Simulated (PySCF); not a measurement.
Level of theory: PySCF 2.14.0 with PBE0-D4/def2-TZVP. All species are isolated molecules in the gas phase. One relaxed conformer stands for a flexible species; it need not be the lowest. Excitations are Tamm–Dancoff values on a coarser integration grid. The basis has no diffuse functions, so Rydberg states are missing or too high.

Reference species (SMILES): `O=C[SiH2]Cl` (O–C–Si–Cl torsion 180°) (neutral, multiplicity 1).

| Property | Value |
|---|---|
| HOMO–LUMO gap | 5.40 eV |
| S1 excitation (TDA) | 3.25 eV |

Changed species: `[SiH3][SiH2]Cl` (X = silyl; the reference has X = formyl).

Question: Give the shifts of the HOMO–LUMO gap and S1 excitation (TDA).

Answer: the HOMO–LUMO gap rises by 2.25 eV, to 7.65 eV; the S1 excitation (TDA) rises by 3.08 eV, to 6.33 eV.
